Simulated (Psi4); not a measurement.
C$_{2}$H$_{6}$OZn, singlet, at a GFN2-xTB geometry (such geometries of metal compounds can be far from the true shape). Base run: B3LYP/cc-pVDZ run with Psi4.

Input for Psi4:
```
memory 2 GB

molecule mol {
0 1
  Zn    0.513365    0.042684    0.359478
  C    -0.189851   -1.054980   -1.177375
  C    -1.572895   -0.532296   -1.543720
  H    -0.257144   -2.105205   -0.903941
  H     0.466645   -0.988352   -2.041362
  H    -1.532740    0.508640   -1.859118
  H    -2.260930   -0.608068   -0.703731
  H    -1.982572   -1.118577   -2.368595
  O     0.037346    1.342675    1.410848
  H     0.443510    1.813301    2.132200
}

set basis cc-pvdz
set reference rks

energy('b3lyp')
print_variables()
```

Variants of this job, named by their change:

```
change                                                             basis functions       E (Eh)  dipole (D)
-----------------------------------------------------------------  ---------------  -----------  ----------
base                                                                           115  -1934.53791        1.63
basis = cc-pVDZ-DK; relativity = none (with scf_type pk)                       115  -1925.41443        1.67
basis = cc-pVDZ-DK; relativity = spin-free X2C (with scf_type pk)              115  -1951.11328        1.55
```

Absolute energies of different levels of theory aren't comparable as measures of quality.

Basis sets contracted for a relativistic Hamiltonian are a mismatch without it, so the rows without relativity aren't non-relativistic limits. No row has spin-orbit coupling; sets with core potentials leave out the core electrons.
